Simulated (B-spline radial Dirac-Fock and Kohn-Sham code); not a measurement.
# Form factor and incoherent scattering function of Sb⁴⁶⁺

System: antimony as Sb⁴⁶⁺ in the configuration [He] 2s2 2p1.

Input file task.json (cfg lists n, l and occupation; rrms is the nuclear radius in fm):

```json
{"items": [{
  "Z": 51,
  "q": 46,
  "cfg": [[1, 0, 2], [2, 0, 2], [2, 1, 1]],
  "A": 121,
  "rrms": 4.6802,
  "do": ["scatter"],
  "s": [0.0, 0.09, 0.11, 0.13, 0.16, 0.2, 0.25, 0.31, 0.39, 0.48, 0.59, 0.73, 0.9, 1.12, 1.39, 1.71, 2.12, 2.63, 3.25, 4.02, 4.98, 6.16, 7.62],
  "pz": [0, 0.1, 0.14, 0.21, 0.3, 0.44, 0.64, 0.93, 1.3, 2.0, 2.8, 4.1, 5.9, 8.6, 12.0, 18.0, 26.0, 38.0, 55.0, 80.0, 120.0],
  "hv_scatter": [1000, 2000, 17479.3, 30000, 50000, 100000, 200000, 500000]
}]}
```

Command: `python xray_run.py task.json out`

Model: relativistic Hartree-Fock (Dirac-Fock) wave functions, averaged over the configuration. Program: a B-spline atomic structure program. f₀ is the Fourier transform of the spherical electron density, S the Waller-Hartree incoherent function, and s = sin θ/λ.

```tsv
s (Å⁻¹)	f₀	S
0	5.000	0.000
0.09	4.997	0.005
0.11	4.996	0.007
0.13	4.994	0.010
0.16	4.991	0.014
0.2	4.987	0.023
0.25	4.979	0.035
0.31	4.968	0.054
0.39	4.949	0.085
0.48	4.923	0.128
0.59	4.885	0.191
0.73	4.825	0.287
0.9	4.738	0.425
1.12	4.603	0.632
1.39	4.410	0.918
1.71	4.151	1.277
2.12	3.791	1.733
2.63	3.337	2.238
3.25	2.826	2.719
4.02	2.310	3.125
4.98	1.866	3.442
6.16	1.549	3.709
7.62	1.332	3.977
```

f₀ starts at the number of electrons, 5, and has fallen to half at s ≈ 3.74 Å⁻¹. The sum of ⟨r²⟩ over the electrons is 0.04585 bohr².

Values without a named source are computed, but for edge energies of neutral atoms, which are taken from tables.
